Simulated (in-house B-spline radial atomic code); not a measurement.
**Hf IV (Hf3+): [Xe] 4f13 5d1 7g1 (an excited or competing configuration)**

Method: Dirac-Hartree-Fock, average of configuration, Fermi nucleus of rms radius 5.347 fm. Calculated with a B-spline radial code for spherical atoms.

Z_r = [3n² - l(l+1)]/(2<r>); Z_e = n√(-2ε); the last column is Slater's effective charge. Values are occupation-weighted means over j. An effective charge above Z reflects the relativistic contraction of the inner shells.

| shell | electrons | ε (eV) | <r> (bohr) | Z_r | Z_e | Slater |
| --- | --- | --- | --- | --- | --- | --- |
| 1s | 2 | -65803 | 0.01899 | 79.00 | 69.54 | 71.70 |
| 2s | 2 | -11427 | 0.07972 | 75.26 | 57.96 | 67.85 |
| 2p | 6 | -10095 | 0.07133 | 70.10 | 54.48 | 67.85 |
| 3s | 2 | -2701.9 | 0.2077 | 65.01 | 42.28 | 60.75 |
| 3p | 6 | -2291.7 | 0.2074 | 60.28 | 38.94 | 60.75 |
| 3d | 10 | -1776 | 0.189 | 55.55 | 34.28 | 50.85 |
| 4s | 2 | -614.36 | 0.4679 | 51.29 | 26.88 | 44.25 |
| 4p | 6 | -475.84 | 0.4955 | 46.42 | 23.66 | 44.25 |
| 4d | 10 | -286.84 | 0.534 | 39.33 | 18.37 | 32.85 |
| 5s | 2 | -123.98 | 1.125 | 33.33 | 15.09 | 15.20 |
| 5p | 6 | -85.943 | 1.285 | 28.40 | 12.57 | 15.20 |
| 4f | 13 | -79.698 | 0.6357 | 28.32 | 9.68 | 21.80 |
| 5d | 1 | -44.578 | 1.757 | 19.63 | 9.05 | 5.00 |
| 7g | 1 | -4.4527 | 15.82 | 4.02 | 4.00 | - |

The least bound orbital is 7g7/2 at -4.453 eV, and it is also the most diffuse (<r> = 15.82 bohr).

Spin-orbit splittings of the orbital energies (j = l + 1/2 above j = l - 1/2 when positive): 2p 1194 eV, 3p 260.1 eV, 3d 56.12 eV, 4p 60.34 eV, 4d 11.3 eV, 5p 9.059 eV, 4f 1.971 eV, 5d 0.7269 eV, 7g -0.0003038 eV.

For the 1s electron the small component carries 7.33 % of the norm, the zero-frequency Breit interaction raises the level by 222.2 eV, self-energy by 137.6 eV, and vacuum polarisation lowers it by 25.26 eV.
